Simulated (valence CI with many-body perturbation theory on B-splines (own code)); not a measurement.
**E1 line list for Yb XXXIX**

Computed by relativistic CI+MBPT: four valence electrons over a frozen Dirac-Fock core [Ar] 3d10, a basis of 11 s, 11 p, 9 d, 7 f, 5 g, 2 h, 1 i functions for each j, with the one-electron correlation potential Σ1 (screened to all orders), the two-electron term Σ2, the three-electron term Σ3, Breit, model QED; selected single and double excitations, second order for the rest (own B-spline code, finite nucleus).

The last digits are not significant, and no measured levels were compared; by estimate large intervals hold to a few tenths of a per cent, small ones and those within an open d or f shell to about a per cent.

Lines 101 to 150 of 244 in falling wavelength, among levels below 416.39 eV, chosen from the strongest by gf and those to the six lowest levels. Wavelengths and rates use the calculated energies. Electric multipoles are in the length gauge, E1 and E2 with the static RPA response of the core. Weak lines are less certain than strong ones. Lines between different terms over intervals too small for the method are left out, as are lines whose strength nearly cancels. Where a level lies close to another of its J and parity, the split of strength between their lines is uncertain. The highest levels of a list are the least certain.

Levels are named by their leading jj configuration (3d3/2^4 stands for four electrons in 3d with j = 3/2), which in mixed levels can hold well under half, so a name can repeat and another be missing. Letters in brackets count levels of one name in rising energy.

```csv
λ vac (nm),Upper,Lower,A (s⁻¹),S (a.u.)
7.777,(4s 4p1/2 4p3/2 4d5/2) J=2 [c],(4s 4p1/2 4p3/2^2) J=1 [b],2.67e+10,3.09e-02
7.774,(4s 4p1/2 4p3/2 4d5/2) J=3 [a],(4s 4p1/2 4p3/2^2) J=3,2.70e+10,4.39e-02
7.768,(4s^2 4p1/2 4f5/2) J=2,(4s 4p1/2 4p3/2^2) J=3,1.13e+10,1.31e-02
7.763,(4s 4p1/2 4p3/2 4d5/2) J=0,(4s 4p1/2 4p3/2^2) J=1 [b],2.00e+11,4.61e-02
7.726,(4s 4p1/2 4p3/2 4d5/2) J=2 [c],(4s 4p1/2 4p3/2^2) J=2 [b],4.64e+10,5.28e-02
7.718,(4s^2 4p3/2 4d5/2) J=1,(4s^2 4p3/2^2) J=0,5.63e+10,3.83e-02
7.714,(4s 4p1/2^2 4d5/2) J=3,(4s 4p1/2^2 4p3/2) J=2,1.62e+11,2.57e-01
7.682,(4s 4p1/2 4p3/2 4d5/2) J=1 [b],(4s^2 4p1/2 4d5/2) J=2,6.41e+10,4.30e-02
7.661,(4s 4p1/2 4p3/2 4d3/2) J=1 [c],(4s 4p1/2 4p3/2^2) J=2 [a],3.78e+10,2.52e-02
7.636,(4s 4p1/2 4p3/2 4d5/2) J=2 [a],(4s 4p1/2 4p3/2^2) J=2 [a],1.54e+11,1.70e-01
7.631,(4s 4p1/2 4p3/2 4d3/2) J=2 [b],(4s^2 4p1/2 4d3/2) J=2,1.72e+11,1.89e-01
7.628,(4s^2 4p1/2 4d5/2) J=2,(4s^2 4p1/2 4p3/2) J=2,1.02e+07,1.11e-05
7.612,(4s 4p1/2 4p3/2 4d5/2) J=1 [c],(4s 4p1/2 4p3/2^2) J=1 [a],2.91e+11,1.90e-01
7.608,(4s 4p1/2 4p3/2 4d5/2) J=4 [b],(4s 4p1/2 4p3/2^2) J=3,1.36e+11,2.65e-01
7.603,(4s 4p1/2 4p3/2 4d3/2) J=3 [b],(4s^2 4p1/2 4d3/2) J=2,3.76e+10,5.72e-02
7.590,(4s 4p1/2^2 4d5/2) J=2,(4s 4p1/2^2 4p3/2) J=2,1.10e+11,1.19e-01
7.585,(4s 4p1/2 4p3/2 4d5/2) J=1 [b],(4s 4p1/2 4p3/2^2) J=0,2.27e+11,1.47e-01
7.584,(4s 4p1/2 4p3/2 4d5/2) J=3 [b],(4s 4p1/2 4p3/2^2) J=3,1.63e+11,2.46e-01
7.576,(4s 4p1/2 4p3/2 4d5/2) J=2 [b],(4s 4p1/2 4p3/2^2) J=3,1.82e+11,1.95e-01
7.574,(4s^2 4p1/2 4d5/2) J=3,(4s^2 4p1/2 4p3/2) J=2,2.62e+11,3.94e-01
7.571,(4s 4p1/2 4p3/2 4d3/2) J=1 [d],(4s^2 4p1/2 4d3/2) J=1,1.66e+11,1.07e-01
7.567,(4s 4p1/2 4p3/2 4d5/2) J=2 [c],(4s 4p1/2 4p3/2^2) J=1 [a],1.56e+11,1.67e-01
7.553,(4s 4p1/2 4p3/2 4d5/2) J=0,(4s 4p1/2 4p3/2^2) J=1 [a],2.38e+11,5.06e-02
7.549,(4s 4p1/2 4p3/2 4d3/2) J=2 [d],(4s^2 4p1/2 4d5/2) J=2,2.21e+10,2.35e-02
7.548,(4s 4p1/2 4p3/2 4d5/2) J=2 [d],(4s 4p1/2 4p3/2^2) J=1 [b],2.31e+11,2.45e-01
7.542,(4s 4p1/2 4p3/2^2) J=0,(4s^2 4p1/2 4p3/2) J=1,1.65e+11,3.49e-02
7.518,(4s 4p1/2 4p3/2 4d5/2) J=3 [e],(4s 4p1/2 4p3/2^2) J=2 [b],3.69e+11,5.42e-01
7.504,(4s 4p1/2 4p3/2 4d5/2) J=1 [a],(4s 4p1/2 4p3/2^2) J=2 [a],8.69e+10,5.44e-02
7.502,(4p1/2^2 4p3/2^2) J=2,(4s 4p1/2^2 4p3/2) J=1,3.37e+11,3.51e-01
7.480,(4s 4p1/2 4p3/2 4d5/2) J=3 [d],(4s^2 4p1/2 4d5/2) J=3,1.06e+10,1.53e-02
7.470,(4s^2 4p1/2 4f7/2) J=4,(4s^2 4p1/2 4d5/2) J=3,4.91e+11,9.08e-01
7.456,(4p1/2^2 4p3/2^2) J=0,(4s 4p1/2^2 4p3/2) J=1,2.86e+11,5.84e-02
7.447,(4s^2 4p1/2 4d5/2) J=2,(4s^2 4p1/2 4p3/2) J=1,3.79e+11,3.86e-01
7.445,(4s 4p1/2^2 4p3/2) J=1,(4s^2 4p1/2^2) J=0,2.06e+11,1.26e-01
7.440,(4s 4p1/2 4p3/2 4d5/2) J=3 [a],(4s 4p1/2 4p3/2^2) J=2 [a],1.81e+11,2.57e-01
7.435,(4s^2 4p1/2 4f5/2) J=2,(4s 4p1/2 4p3/2^2) J=2 [a],3.04e+10,3.08e-02
7.432,(4s 4p1/2 4p3/2^2) J=1 [a],(4s^2 4p1/2 4p3/2) J=2,4.49e+10,2.73e-02
7.428,(4s 4p1/2 4p3/2 4d5/2) J=3 [d],(4s^2 4p1/2 4d5/2) J=2,5.47e+11,7.74e-01
7.425,(4s 4p1/2 4p3/2 4d5/2) J=2 [c],(4s^2 4p1/2 4d5/2) J=3,2.36e+11,2.39e-01
7.417,(4s 4p1/2 4p3/2 4d5/2) J=1 [c],(4s^2 4p1/2 4d5/2) J=2,1.68e+11,1.01e-01
7.401,(4s 4p1/2 4p3/2 4d3/2) J=0 [b],(4s^2 4p1/2 4d3/2) J=1,2.77e+11,5.54e-02
7.395,(4s 4p1/2 4p3/2 4d3/2) J=1 [b],(4s^2 4p1/2 4d3/2) J=2,4.92e+10,2.95e-02
7.383,(4p1/2 4p3/2^3) J=2,(4s 4p1/2 4p3/2^2) J=1 [b],1.46e+11,1.45e-01
7.375,(4s 4p1/2 4p3/2 4d5/2) J=3 [c],(4s 4p1/2 4p3/2^2) J=3,6.56e+10,9.09e-02
7.352,(4s 4p1/2 4p3/2 4d5/2) J=4 [c],(4s 4p1/2 4p3/2^2) J=3,1.01e+11,1.78e-01
7.349,(4s 4p1/2 4p3/2 4d5/2) J=2 [d],(4s 4p1/2 4p3/2^2) J=1 [a],2.21e+11,2.17e-01
7.337,(4p1/2 4p3/2^3) J=2,(4s 4p1/2 4p3/2^2) J=2 [b],6.69e+11,6.52e-01
7.332,(4p1/2 4p3/2^3) J=1,(4s 4p1/2 4p3/2^2) J=1 [b],5.90e+11,3.45e-01
7.327,(4s^2 4p3/2 4d5/2) J=1,(4s^2 4p3/2^2) J=2,3.40e+11,1.98e-01
7.326,(4s 4p1/2 4p3/2 4d5/2) J=1 [c],(4s 4p1/2 4p3/2^2) J=0,3.79e+10,2.21e-02
```
